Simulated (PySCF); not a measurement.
This PySCF input asks for the NMR shieldings of SMILES C=C[CH2][AlH2-][O+]([SiH3])[SiH3], C$_{3}$H$_{13}$AlOSi$_{2}$; the geometry comes from GFN2-xTB.

```python
import basis_set_exchange as bse
import numpy as np
from pyscf import gto, dft
from pyscf.prop import nmr

atoms = """
C     1.902919   -0.478197    1.346915
C     1.877224    0.042549    0.124465
C     1.622536   -0.705876   -1.126850
Al   -0.305947   -0.630784   -1.790626
O    -1.168315    0.269436   -0.274139
Si   -1.500742   -0.682797    1.063526
Si   -1.412223    1.912972   -0.437134
H     1.800332   -1.538950    1.511541
H     2.055588    0.127969    2.224507
H     2.009359    1.115002    0.012512
H     1.883555   -1.766113   -0.983407
H     2.283198   -0.327398   -1.920930
H    -0.693784    0.376749   -2.930109
H    -1.149697   -1.951820   -1.814206
H    -2.961818   -0.745906    1.099823
H    -0.850084   -1.952502    0.807046
H    -0.974970    0.052676    2.206087
H    -2.735236    2.046692   -1.033165
H    -1.384218    2.437732    0.926546
H    -0.302825    2.409245   -1.232406
"""
names = dict.fromkeys(["C", "Al", "O", "Si", "H"], "pcSseg-1")
basis = {el: gto.basis.parse(bse.get_basis(n, elements=[el], fmt="nwchem")) for el, n in names.items()}
mol = gto.M(atom=atoms, basis=basis, charge=0, verbose=0)
mf = dft.RKS(mol, xc="PBE0")
mf.grids.level = 2
mf.grids.alignment = dft.numint.BLKSIZE   # the property module wants whole blocks of grid points
mf.conv_tol = 1e-9
mf.kernel()

calc = nmr.RKS(mf)   # GIAO
C = mf.mo_coeff
Co = C[:, mf.mo_occ > 0]
resp = mf.gen_response(singlet=True, hermi=2)
def vind(x):   # induced exchange potential for any number of trial vectors
    d = np.einsum("pi,xij,qj->xpq", C, 2 * x.reshape(-1, C.shape[1], Co.shape[1]), Co, optimize=True)
    return np.einsum("xpq,pi,qj->xij", resp(d - d.transpose(0, 2, 1)), C, Co, optimize=True).ravel()
mo1, _ = nmr.rhf.solve_mo1(calc, with_cphf=vind)
sigma = calc.kernel(mo1)
for i, s in enumerate(sigma):   # ppm
    print("%2d %-2s %9.2f" % (i, mol.atom_pure_symbol(i), np.trace(s) / 3))
```

Question: Give the expected output.

Answer: 
```
 0 C      73.70
 1 C      35.17
 2 C     165.44
 3 Al    397.70
 4 O     346.81
 5 Si    369.93
 6 Si    372.11
 7 H      26.67
 8 H      26.74
 9 H      25.23
10 H      29.67
11 H      30.02
12 H      27.18
13 H      27.24
14 H      26.75
15 H      26.41
16 H      26.67
17 H      26.72
18 H      26.85
19 H      26.47
```

These numbers come from an equivalent density-fitted implementation of the same equations, which agrees with the script to about 0.01 ppm for H and up to a few tenths of a ppm for heavy atoms, so last digits may differ.

Size and cost of the density-fitted run: 205 basis functions, 69 s wall time on 1 thread of an Arm Neoverse N1, shared host; peak memory 1 GiB.
